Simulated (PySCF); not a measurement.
Species: C8H12.
Numbering: `[CH2:1]=[C:2](/[CH:3]=[CH:4]/[CH3:5])[CH:6]1[CH2:7][CH2:8]1` (hydrogens: H9, H10 on C1; H11 on C3; H12 on C4; H13, H14, H15 on C5; H16 on C6; H17, H18 on C7; H19, H20 on C8)

Geometry (PBE0-D3(BJ)/def2-SVP, Å), atoms numbered from 1 in this order:
```xyz
20
C8H12 angstrom
C     -0.5001   -0.7790    2.1543
C     -0.2322   -0.4919    0.8680
C      1.1539   -0.4408    0.3978
C      1.5504   -0.1160   -0.8430
C      2.9689   -0.0748   -1.2981
C     -1.3104   -0.2255   -0.1288
C     -2.6586    0.2933    0.2635
C     -1.7018    1.1909   -0.4619
H     -1.5247   -0.8455    2.5260
H      0.3065   -0.9611    2.8697
H      1.9175   -0.6944    1.1435
H      0.7892    0.1482   -1.5862
H      3.1378   -0.7650   -2.1423
H      3.2420    0.9302   -1.6626
H      3.6652   -0.3465   -0.4910
H     -1.2940   -0.9141   -0.9820
H     -2.8472    0.5025    1.3192
H     -3.5275   -0.0874   -0.2790
H     -1.2198    1.9849    0.1149
H     -1.9028    1.4459   -1.5059
```

Level: B3LYP/def2-SVPD in PySCF, non-relativistic, on one gas-phase PBE0-D3(BJ)/def2-SVP geometry that isn't relaxed in the solvent. The solvent is an IEF-PCM continuum (cavity from Bondi-type radii × 1.2), and excitations are vertical TDDFT with non-equilibrium linear response and a frozen core. Specific hydrogen bonds and non-electrostatic terms are outside this model.

Gas-phase singlets (H = HOMO, L = LUMO):

| state | E (eV) | λ (nm) | f | leading configurations |
| --- | --- | --- | --- | --- |
| S1 | 5.441 | 228 | 0.561 | H→L 95% |
| S2 | 5.991 | 207 | 0.000 | H→L+1 86%, H-1→L 11% |
| S3 | 6.071 | 204 | 0.023 | H-1→L 74%, H→L+1 9% |
| S4 | 6.239 | 199 | 0.018 | H→L+3 72%, H→L+2 20% |
| S5 | 6.360 | 195 | 0.022 | H→L+2 60%, H-2→L 26% |

Problem. What are the lowest 5 singlets in benzene (ε = 2.271)?

Solution. 
```json
{"state": "S1", "E (eV)": "5.225", "λ (nm)": "237", "f": "0.718", "leading configurations": "H→L 97%", "change by rank (eV)": "-0.216"}
{"state": "S2", "E (eV)": "6.008", "λ (nm)": "206", "f": "0.008", "leading configurations": "H-1→L 52%, H→L+1 43%", "change by rank (eV)": "+0.017"}
{"state": "S3", "E (eV)": "6.050", "λ (nm)": "205", "f": "0.026", "leading configurations": "H→L+1 52%, H-1→L 37%", "change by rank (eV)": "-0.021"}
{"state": "S4", "E (eV)": "6.291", "λ (nm)": "197", "f": "0.020", "leading configurations": "H→L+2 70%, H→L+3 23%", "change by rank (eV)": "+0.052"}
{"state": "S5", "E (eV)": "6.348", "λ (nm)": "195", "f": "0.010", "leading configurations": "H-2→L 88%", "change by rank (eV)": "-0.012"}
```

Problem. Give the list for chloroform (ε = 4.711), n² = 2.09.

Solution. 
```csv
state,E (eV),λ (nm),f,leading configurations,change by rank (eV)
S1,5.244,236,0.705,H→L 96%,-0.197
S2,6.005,206,0.022,"H-1→L 81%, H→L+1 12%",+0.014
S3,6.068,204,0.013,"H→L+1 83%, H-1→L 9%",-0.003
S4,6.324,196,0.018,"H-2→L 74%, H→L+2 14%",+0.085
S5,6.341,196,0.010,"H→L+2 67%, H-2→L 19%",-0.019
```

Problem. The ground-state energy changes by -0.075 eV from gas to chloroform. By how much does the total energy of gas-phase S1 change?

Solution. E(S1) = E(S0) + excitation energy, so it changes by -0.075 − 0.197 = -0.272 eV: it is lowered more than the ground state, which is what a red shift means. This is the vertical state, with the slow part of the continuum still set for S0.

Problem. How do the frontier levels move from gas to chloroform?

Solution. 
| orbital | gas (eV) | solvent (eV) | change (eV) | Löwdin shares, gas | Löwdin shares, solvent |
| --- | --- | --- | --- | --- | --- |
| LUMO+2 | 0.89 | 0.99 | +0.10 | C5 17 %, C7 14 %, H18 10 %, H14 7 % | C1 17 %, C7 10 %, H17 10 %, H9 9 % |
| LUMO+1 | 0.61 | 0.71 | +0.10 | C5 16 %, C4 10 %, C8 9 %, H20 7 % | C5 15 %, C4 10 %, C8 8 %, C3 7 % |
| LUMO | -0.83 | -0.83 | 0.00 | C1 25 %, C4 21 %, C2 17 %, C3 13 % | C1 25 %, C4 21 %, C2 17 %, C3 13 % |
| HOMO | -6.18 | -6.19 | -0.01 | C1 25 %, C4 21 %, C3 17 %, C2 17 % | C1 25 %, C4 21 %, C3 17 %, C2 16 % |
| HOMO-1 | -7.72 | -7.68 | +0.04 | C8 23 %, C6 17 %, C3 14 %, C2 9 % | C8 24 %, C6 18 %, C3 13 %, C2 9 % |
| HOMO-2 | -8.19 | -8.12 | +0.07 | C7 36 %, C6 23 %, C8 15 %, C2 5 % | C7 36 %, C6 23 %, C8 15 %, C2 5 % |
| HOMO-3 | -8.97 | -8.93 | +0.04 | C2 19 %, C6 17 %, C3 11 %, C1 10 % | C2 18 %, C6 17 %, C3 11 %, C1 10 % |

The HOMO–LUMO gap goes from 5.35 to 5.36 eV. Rows go by rank; for LUMO+1 and LUMO+2 the atom shares or the degeneracy differ between the runs, so the row needn't follow one orbital.

On one thread of an x86-64 server (shared host), this took 77 s wall. This is the whole response run at B3LYP/def2-SVPD in chloroform, SCF included.
